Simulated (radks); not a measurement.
The numbers below are computed, except where a source is named.
Valence configurations of Kr III (all share [Ar]). Level of theory: Dirac Kohn-Sham, PBE, spin-unpolarised, spherical densities, finite nucleus; open shells fill j = l - 1/2 first; Fermi nuclear charge, rms radius 4.1884 fm (a radial shooting solver on a logarithmic mesh with Libxc functionals). Energies are relative to 3d10 4s2 4p4; eigenvalues in eV.

valence           E (eV)  e(3d3/2)  e(3d5/2)  e(4p1/2)  e(4p3/2)  e(4s1/2)
3d10 4s2 4p4       0.000   -107.44   -106.14   -31.457   -30.656   -45.996
3d10 4p6          30.952   -110.55   -109.24   -32.842   -32.008         -
3d9 4s2 4p5       81.319   -121.57   -120.20   -33.866   -32.965   -49.170
3d10 4s1 4p5      15.409   -109.01   -107.71   -32.162   -31.344   -46.821
3d9.5 4s2 4p4.5   39.190   -114.45   -113.12   -32.667   -31.817   -47.595
3d10 4s1.5 4p4.5   7.688   -108.23   -106.93   -31.813   -31.003   -46.412
3d9 4s1 4p6       97.586   -123.05   -121.68   -34.527   -33.610   -49.937
3d9.5 4s0.5 4p6   63.004   -116.73   -115.39   -33.682   -32.807   -48.777
3d9.5 4s1.5 4p5   47.096   -115.22   -113.88   -33.011   -32.152   -47.996
3d9.5 4s1 4p5.5   55.034   -115.98   -114.64   -33.349   -32.482   -48.390

NIST lists [Ar] 3d10 4s2 4p4 as the ground configuration; this level of theory agrees among the configurations tried. The energies are those of spherical spin-averaged densities, not of single terms.
